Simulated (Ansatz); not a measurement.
Ansatz results at the PBE0-D4/def2-TZVP geometry: HOMO–LUMO gap (ωB97M-V/def2-TZVPP) 9.79 eV; LUMO energy (PBE0/def2-TZVPP) -1.74 eV; LUMO energy (ωB97M-V/def2-TZVPP) -0.08 eV.

(1) Which molecule gave them?
A. `[F][GeH2][AlH2]`
B. `CC(C)[O][Al]([Cl])[CH](C)C`
C. `[F][AlH][GeH3]`
D. `C=[CH][AlH][F]`

Results:

(1) C. The others give `C=[CH][AlH][F]`: 10.99, -1.40, 0.41; `CC(C)[O][Al]([Cl])[CH](C)C`: 10.90, -0.31, 1.22; `[F][GeH2][AlH2]`: 9.09, -2.37, -0.72.
